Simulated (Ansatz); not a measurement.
One change: `[SiH3]/N=C/Cl` becomes `[SiH3]/N=C\[SiH2][SiH3]`.

Ansatz, PBE0-D4/def2-TZVP geometries, multiplicity 1. Each molecule was computed in one conformer, which needn't be the lowest.

```
                                          property  `[SiH3]/N=C/Cl`
               HOMO–LUMO gap (PBE/def2-TZVPP) / eV             4.39
             LUMO energy (ωB97M-V/def2-TZVPP) / eV             1.07
              HOMO–LUMO gap (PBE0/def2-TZVPP) / eV             6.82
size of the dipole moment (ωB97M-V/def2-TZVPP) / D             1.85
                HOMO energy (PBE0/def2-TZVPP) / eV            -7.99
           HOMO–LUMO gap (ωB97M-V/def2-TZVPP) / eV            11.33
```

Q: What does the change do to each property? (Estimate.)

A: Ansatz gave: 
| property | `[SiH3]/N=C\[SiH2][SiH3]` | shift |
| --- | --- | --- |
| HOMO–LUMO gap (PBE/def2-TZVPP) / eV | 2.79 | -1.60 |
| LUMO energy (ωB97M-V/def2-TZVPP) / eV | 0.46 | -0.61 |
| HOMO–LUMO gap (PBE0/def2-TZVPP) / eV | 5.05 | -1.77 |
| size of the dipole moment (ωB97M-V/def2-TZVPP) / D | 1.31 | -0.54 |
| HOMO energy (PBE0/def2-TZVPP) / eV | -6.68 | 1.31 |
| HOMO–LUMO gap (ωB97M-V/def2-TZVPP) / eV | 9.36 | -1.97 |

With PBE0 the HOMO rises by 1.31 eV and the LUMO falls by 0.45 eV, so the gap narrows by about 1.76 eV. PBE moves the HOMO by 1.18 eV and ωB97M-V by 1.36 eV. Dipoles are sizes alone; their direction can turn.
